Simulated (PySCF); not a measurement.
## How methods differ on the ionisation energy of Ag

Ag [Kr] 4d10 5s1 (2S) → Ag⁺ [Kr] 4d10 (1S), as a difference of total energies. Calculation: PySCF 2.14, in def2-TZVPPD with the def2 core potential (28 electrons) (6s4p3d2f1g, 56 functions); a scalar-relativistic core potential. Correlated levels: valence: 4s2 4p6 frozen; valence and next inner shell: nothing frozen outside the core potential. The calculations carry no spin-orbit coupling.

```tsv
method	ionisation energy (eV)	error (eV)
UHF	6.359	-1.217
LDA	8.329	+0.753
PBE	7.995	+0.419
PBE0	7.674	+0.098
r2SCAN	7.871	+0.295
BLYP	8.040	+0.464
MN15	7.765	+0.189
r2SCANh	7.780	+0.204
revPBE	7.868	+0.292
MP2 (valence)	7.310	-0.266
SCS-MP2 (valence)	7.161	-0.415
MP2 (valence and next inner shell)	7.438	-0.138
SCS-MP2 (valence and next inner shell)	7.254	-0.322
```

Reference: 7.576 eV (measured; NIST Atomic Spectra Database, ionization energies).

Errors of the correlated levels include the incompleteness of this basis and the frozen core.
